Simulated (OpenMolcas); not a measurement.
## Pm3+: moving or changing the point charges

Pm3+ among 8 point charges of -2 e arranged as a cube (Oh), 2.44 Å from the ion.
```
   1.4087    1.4087    1.4087  -2.00
   1.4087    1.4087   -1.4087  -2.00
   1.4087   -1.4087    1.4087  -2.00
   1.4087   -1.4087   -1.4087  -2.00
  -1.4087    1.4087    1.4087  -2.00
  -1.4087    1.4087   -1.4087  -2.00
  -1.4087   -1.4087    1.4087  -2.00
  -1.4087   -1.4087   -1.4087  -2.00
```

* Program: OpenMolcas
* Method: CASSCF
* Basis: ANO-RCC-VDZP [7s6p4d2f1g]
* Scalar Hamiltonian: DKH2, point nucleus
* Active space: 4 electrons in 7 orbitals (4f)
* State averaging: 2S+1 = 5 even, 35 roots (33 in the spin-orbit step); 2S+1 = 3 even, 117 roots kept (CI in the orbitals of an earlier block, 106 in the spin-orbit step); 2S+1 = 1 even, 75 roots kept (CI in the orbitals of an earlier block, 31 in the spin-orbit step)
* Spin-orbit coupling: RASSI with atomic mean-field integrals over the reference wave functions

Runs around this geometry, states (labels of O, the rotations of Oh). Energies in cm-1 above the lowest state or level, χT in cm3 K/mol.

```tsv
R (Å)	Ground state	First state of that spin	First gap with spin-orbit (degeneracies)	Width of lowest J	χT at 300 K
2.44	5E	5T2 16.0	114.9 (1, 3)	291	0.970
2.59	5E	5T2 13.8	83.8 (1, 3)	215	0.986
2.8	5E	5T2 10.6	55.4 (1, 3)	145	0.995
```

Taking the width of the lowest J multiplet as R^-n, n = -ln(145 / 291) / ln(2.8 / 2.44) = 5.1 between the shortest and longest distance.

High states are left out of the spin-orbit mixing, which shifts the levels that they would mix with. Point charges carry no covalency, so the field is a model and not that of real ligands. No measured value stands beside these numbers.
